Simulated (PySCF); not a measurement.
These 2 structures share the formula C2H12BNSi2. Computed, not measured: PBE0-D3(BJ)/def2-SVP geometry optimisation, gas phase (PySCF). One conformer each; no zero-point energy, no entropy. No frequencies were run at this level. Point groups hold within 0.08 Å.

Question: Order them by energy at this level, lowest first, and give relative energies in kJ/mol.
A. `CB(C)N([SiH3])[SiH3]`
B. `[CH3:1][B:2]([CH3:3])[NH:4][SiH2:5][SiH3:6]` with B2–N4–Si5–Si6 68°

Answer: A (0.0), B (18.6).

As drawn, the higher has an N–H bond and an Si–Si bond, which the lower lacks.

| SMILES | E (Eh) | E rel (kJ/mol) | dipole (D) | point group | A, B, C (MHz) |
| --- | --- | --- | --- | --- | --- |
| CB(C)N([SiH3])[SiH3] | -741.36816 | 0.0 | 0.36 | C2 | 2194, 2112, 1119 |
| CB(C)N[SiH2][SiH3] | -741.36106 | 18.6 | 0.83 | C1 | 3525, 1083, 976.3 |

Q: How do the relative energies change in single points at PBE0/pcSseg-1 (no added dispersion term) on the same geometries?

A: 
| SMILES | PBE0-D3(BJ)/def2-SVP (kJ/mol) | PBE0/pcSseg-1 (kJ/mol) | shift |
| --- | --- | --- | --- |
| CB(C)N([SiH3])[SiH3] | 0.0 | 0.0 | 0.0 |
| CB(C)N[SiH2][SiH3] | 18.6 | 14.4 | -4.2 |

Each column counts from its own lowest isomer. The order is unchanged; the largest shift is 4.2 kJ/mol.
